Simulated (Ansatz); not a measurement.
GaH5O3Se, relaxed with RKS PBE-D4/def2-SVP in the Gaussian-basis code of Ansatz from a rough embedded geometry. The force threshold is 0.03 eV/Å; the program also tests the step.

The species carries charge 0 and has multiplicity 1. The bonds changed during the relaxation, so this is another structure than the one it started from.

Start:

```xyz
10

O     1.797   -0.106   -0.063
Ga    0.057   -0.013   -0.401
O    -0.309   -1.220   -1.702
O    -0.425    1.613   -0.981
Se   -1.202   -0.536    1.567
H     1.953    0.495    0.786
H    -1.344   -1.168   -1.832
H     0.166    1.768   -1.773
H    -0.557    0.651    2.351
H    -0.137   -1.484    2.047
```

| step | energy (eV) | largest force (eV/Å) | largest move (Å) |
| --- | --- | --- | --- |
| 1 | -123907.9024 | 2.793 | 0.000 |
| 2 | -123908.6655 | 1.736 | 0.195 |
| 3 | -123908.8592 | 0.740 | 0.200 |
| 4 | -123908.8987 | 0.217 | 0.200 |
| 5 | -123908.9027 | 0.222 | 0.043 |
| 6 | -123908.9058 | 0.158 | 0.151 |
| 7 | -123908.9094 | 0.489 | 0.149 |
| 8 | -123908.9135 | 0.153 | 0.053 |
| 9 | -123908.9166 | 0.098 | 0.058 |
| 10 | -123908.9213 | 0.426 | 0.195 |
| 11 | -123908.9290 | 0.199 | 0.104 |
| 13 | -123908.9525 | 0.277 | 0.135 |
| 15 | -123908.9973 | 1.044 | 0.138 |
| 17 | -123909.5399 | 0.737 | 0.195 |
| 19 | -123909.6790 | 0.390 | 0.095 |
| 21 | -123909.7933 | 0.233 | 0.150 |
| 23 | -123909.8266 | 0.782 | 0.119 |
| 25 | -123909.8646 | 0.280 | 0.101 |
| 27 | -123909.8836 | 0.182 | 0.034 |
| 29 | -123909.8865 | 0.041 | 0.013 |
| 30 | -123909.8867 | 0.012 | 0.012 |

End:

```xyz
10

O     1.616   -0.544    0.393
Ga   -0.396   -0.166   -0.284
O    -0.562   -0.986   -1.886
O     0.310    1.542   -0.368
Se   -1.635   -0.668    1.670
H     1.722    0.436    0.223
H    -1.237   -1.688   -1.873
H     0.246    1.922   -1.264
H    -1.592    0.774    2.023
H     1.528   -0.623    1.366
```

Run time 18 s (4 threads of an AMD EPYC 9R45 on a shared host); peak host memory 0.23 GiB.
